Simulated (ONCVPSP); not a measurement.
Cl: ONCV pseudisation with PBEsol, scalar-relativistic reference atom.

The input file (ONCVPSP 4.0.1):

```
# ATOM AND REFERENCE CONFIGURATION
# atsym  z   nc   nv     iexc    psfile
  Cl 17.00    3    2  -116133      upf
#
#   n    l    f
    1    0    2.00
    2    0    2.00
    2    1    6.00
    3    0    2.00
    3    1    5.00
#
# PSEUDOPOTENTIAL AND OPTIMIZATION
# lmax
    2
#
#   l,   rc,      ep,       ncon, nbas, qcut
    0    1.20    0.00    3    8    5.30
    1    1.05    0.00    4    8    7.60
    2    1.10    0.30    4    9   10.20
#
# LOCAL POTENTIAL
# lloc, lpopt,  rc(5),   dvloc0
    4    5    0.65    0.00
#
# VANDERBILT-KLEINMAN-BYLANDER PROJECTORs
# l, nproj, debl
    0    3    3.80
    1    1    1.40
    2    2    3.80
#
# MODEL CORE CHARGE
# icmod, fcfact, rcfact
    1    0.45    0.00
#
# LOG DERIVATIVE ANALYSIS
# epsh1, epsh2, depsh
   -2.00    5.00    0.02
#
# OUTPUT GRID
# rlmax, drl
    6.00    0.01
#
# TEST CONFIGURATIONS
# ncnf
    4
# nvcnf
#   n    l    f
    2
    3    0    2.00
    3    1    4.00
#
    2
    3    0    2.00
    3    1    3.00
#
    2
    3    0    2.00
    3    1    2.00
#
    2
    3    0    1.00
    3    1    5.00
#
```

Command:

```bash
oncvpsp.x < Cl.dat > Cl.out
```

Resulting log (shortened: citation, most of the input echo, consistency checks and plot data are left out):

```
ONCVPSP  (Optimized Norm-Conservinng Vanderbilt PSeudopotential)
scalar-relativistic version 4.0.1

#   n    l    f        energy (Ha)
    1    0    2.00    -1.0094387E+02
    2    0    2.00    -9.2678490E+00
    2    1    6.00    -7.0345537E+00
    3    0    2.00    -7.5771173E-01
    3    1    5.00    -3.1463270E-01

Reference configufation results
  iterations    23
  all-electron total energy (Ha)   -4.60740811D+02

Begin loop to  construct optimized pseudo wave functions
and semi-local pseudopoentials for all angular momenta

   Wellstate for l =  0  n =  5
     eigenvalue =   3.0423
     asymptotic potential =   3.5423
     half-point radius =  2.8898

   Wellstate for l =  0  n =  6
     eigenvalue =   6.8423
     asymptotic potential =   7.3423
     half-point radius =  2.6601

Calculating optimized projector #   1

 for l=   0

    Fraction of norm inside rc  0.302739
    Optimizing pswf for qcut=   5.30 a_B^-1,  ecut=  14.03 Ha
    Residual kinetic energy error=  1.81D-03 Ha

    Energy error per electron        Cutoff
         Ha          eV             Ha
         0.01000     0.27211       10.63
         0.00100     0.02721       16.54
         0.00010     0.00272      106.47
         0.00001     0.00027      171.53

Calculating optimized projector #   2

 for l=   0

    Fraction of norm inside rc  0.078559
    Optimizing pswf for qcut=   5.30 a_B^-1,  ecut=  14.03 Ha
    Residual kinetic energy error=  4.48D-03 Ha

    Energy error per electron        Cutoff
         Ha          eV             Ha
         0.01000     0.27211       12.65
         0.00100     0.02721       26.53
         0.00010     0.00272      158.26
         0.00001     0.00027      281.11

Calculating optimized projector #   3

 for l=   0

    Fraction of norm inside rc  0.051847
    Optimizing pswf for qcut=   5.30 a_B^-1,  ecut=  14.03 Ha
    Residual kinetic energy error=  5.52D-02 Ha

    Energy error per electron        Cutoff
         Ha          eV             Ha
         0.01000     0.27211       26.97
         0.00100     0.02721      110.33
         0.00010     0.00272      226.46
         0.00001     0.00027      359.59

Calculating optimized projector #   1

 for l=   1

    Fraction of norm inside rc  0.131955
    Optimizing pswf for qcut=   7.59 a_B^-1,  ecut=  28.82 Ha
    Residual kinetic energy error=  1.99D-03 Ha

    Energy error per electron        Cutoff
         Ha          eV             Ha
         0.01000     0.27211        5.69
         0.00100     0.02721       63.08
         0.00010     0.00272      178.58
         0.00001     0.00027      238.44

   Wellstate for l =  2  n =  3
     eigenvalue =   0.3000
     asymptotic potential =   0.8000
     half-point radius =  4.5670

   Wellstate for l =  2  n =  5
     eigenvalue =   4.1000
     asymptotic potential =   4.6000
     half-point radius =  2.7568

Calculating optimized projector #   1

 for l=   2

    Fraction of norm inside rc  0.079271
    Optimizing pswf for qcut=  10.19 a_B^-1,  ecut=  51.94 Ha
    Residual kinetic energy error=  3.04D-05 Ha

    Energy error per electron        Cutoff
         Ha          eV             Ha
         0.01000     0.27211       23.17
         0.00100     0.02721       36.67
         0.00010     0.00272       46.55
         0.00001     0.00027      105.94

Calculating optimized projector #   2

 for l=   2

    Fraction of norm inside rc  0.111128
    Optimizing pswf for qcut=  10.19 a_B^-1,  ecut=  51.94 Ha
    Residual kinetic energy error=  5.89D-04 Ha

    Energy error per electron        Cutoff
         Ha          eV             Ha
         0.01000     0.27211       37.88
         0.00100     0.02721       49.47
         0.00010     0.00272       82.44
         0.00001     0.00027      239.46

Construct Vanderbilt / Kleinmman-Bylander projectors

B matrix Hermiticity error, ll=   0
   1   2   -2.6673E-04
   1   3    5.1089E-04
   2   3    1.8733E-04

  Orthonormal projector coefficients  8.9281E+01  1.4079E+01  1.4974E+00

B matrix Hermiticity error, ll=   2
   1   2   -1.1701E-04

  Orthonormal projector coefficients -5.3297E+00 -3.1795E+00

Model core correction analysis
  based on d2Exc/dn_idn_j

d2excae - all-electron derivatives

   -1.329614D-02   -8.730311D-03
   -8.867596D-03   -5.925863D-03

d2excps - pseudofunction derivatives with no core correction

   -1.571460D-02   -1.064323D-02
   -1.070558D-02   -7.258636D-03

rms 2nd derivative error    1.914595E-03

Polynomial model core charge

d2excps - pseudofunction derivatives with core correction

   -1.358974D-02   -9.000987D-03
   -9.138213D-03   -6.062471D-03

rms 2nd derivative error    2.506777E-04

Pseudoatom total energy  -14.963056

Diagnostic tests using Vanderbilt-Kleinman-Bylander pseudopotentials
  1 or more projectors used as specified by nproj input data

   l    rcore       rmatch      e in        delta e   norm test  slope test

   0   1.2020897   1.2385877  -0.7577117   0.0000559   1.0000261   0.9989426
   0   1.2020897   1.2385877   3.0422883   0.0003960   1.0004093   1.0004093
   0   1.2020897   1.2385877   6.8422883   0.0005605   1.0001264   1.0001264

   1   1.0538560   1.0858534  -0.3146327   0.0000148   1.0000250   1.0000114

   2   1.1055163   1.1390821   0.3000000   0.0000311   1.0000930   1.0000930
   2   1.1055163   1.1390821   4.1000000  -0.0000055   1.0003105   1.0003105

 Testing for bound ghosts
   n   l    E NL Schr. Eq   E Basis Diag.   E Cutoff

   1   0       -0.757656       -0.741202    239.90

   2   1       -0.314618       -0.213405    197.69

 Testing for highly-localized positive-energy ghosts
       l    <radius>/rc     E Basis Diag.   E Cutoff

       0        0.258527        8.675597    239.90  WARNING - GHOST(+)

       0        0.854023      166.404082    239.90  WARNING - GHOST(+)

       0        0.640704      244.844712    239.90  WARNING - GHOST(+)

Test configuration 0

   n   l     f        eae           eps        diff
   1   0  2.0000 -100.94387123
   2   0  2.0000   -9.26784896
   2   1  6.0000   -7.03455371
   3   0  2.0000   -0.75771173   -0.75765587    5.59D-05
   3   1  5.0000   -0.31463270   -0.31461786    1.48D-05

    Total energies and differences
      AE_ref= -4.60740811D+02  AE_tst= -4.60740811D+02  dif=  0.00D+00
      PS_ref= -1.49630563D+01  PS_tst= -1.49630563D+01  dif=  1.78D-15
      PSP excitation error= -1.78D-15

Test configuration 1

   n   l     f        eae           eps        diff
   1   0  2.0000 -101.42459736
   2   0  2.0000   -9.73857525
   2   1  6.0000   -7.50641650
   3   0  2.0000   -1.17629622   -1.17556947    7.27D-04
   3   1  4.0000   -0.71222314   -0.71169899    5.24D-04

    Total energies and differences
      AE_ref= -4.60740811D+02  AE_tst= -4.60232365D+02  dif=  5.08D-01
      PS_ref= -1.49630563D+01  PS_tst= -1.44547936D+01  dif=  5.08D-01
      PSP excitation error=  1.83D-04

Test configuration 2

   n   l     f        eae           eps        diff
   1   0  2.0000 -101.99702832
   2   0  2.0000  -10.29145545
   2   1  6.0000   -8.06143662
   3   0  2.0000   -1.64725619   -1.64520450    2.05D-03
   3   1  3.0000   -1.16248711   -1.16092546    1.56D-03

    Total energies and differences
      AE_ref= -4.60740811D+02  AE_tst= -4.59299011D+02  dif=  1.44D+00
      PS_ref= -1.49630563D+01  PS_tst= -1.35223678D+01  dif=  1.44D+00
      PSP excitation error=  1.11D-03

Test configuration 3

   n   l     f        eae           eps        diff
   1   0  2.0000 -102.65275710
   2   0  2.0000  -10.91661281
   2   1  6.0000   -8.68988166
   3   0  2.0000   -2.16031144   -2.15633229    3.98D-03
   3   1  2.0000   -1.65602073   -1.65306618    2.95D-03

    Total energies and differences
      AE_ref= -4.60740811D+02  AE_tst= -4.57893165D+02  dif=  2.85D+00
      PS_ref= -1.49630563D+01  PS_tst= -1.21186683D+01  dif=  2.84D+00
      PSP excitation error=  3.26D-03

Test configuration 4

   n   l     f        eae           eps        diff
   1   0  2.0000 -101.47233771
   2   0  2.0000   -9.78658353
   2   1  6.0000   -7.55361550
   3   0  1.0000   -1.19980923   -1.19867124    1.14D-03
   3   1  5.0000   -0.73274168   -0.73197624    7.65D-04

    Total energies and differences
      AE_ref= -4.60740811D+02  AE_tst= -4.59766787D+02  dif=  9.74D-01
      PS_ref= -1.49630563D+01  PS_tst= -1.39894919D+01  dif=  9.74D-01
      PSP excitation error=  4.60D-04
```

The run took about 4.9 s on one core of a shared server CPU.
